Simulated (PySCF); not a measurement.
Cu: excitation energy

Cu [Ar] 3d10 4s1 (2S) → Cu [Ar] 3d10 4p1 (2P), as a difference of total energies. Computed with PySCF 2.14 in aug-cc-pVTZ-DK, with the spin-free X2C one-electron Hamiltonian (Gaussian nucleus). Correlated levels: valence: [Ar] frozen. The calculations carry no spin-orbit coupling.

| method | excitation energy (cm⁻¹) |
| --- | --- |
| UHF | 25758 |
| MP2 (valence) | 31341 |
| SCS-MP2 (valence) | 30569 |
| CCSD (valence) | 30098 |
| CCSD(T) (valence) | 30625 |

Errors of the correlated levels include the incompleteness of this basis and the frozen core.

For comparison: 30701 cm⁻¹ (measured; NIST levels, between the centres of gravity of the two terms).
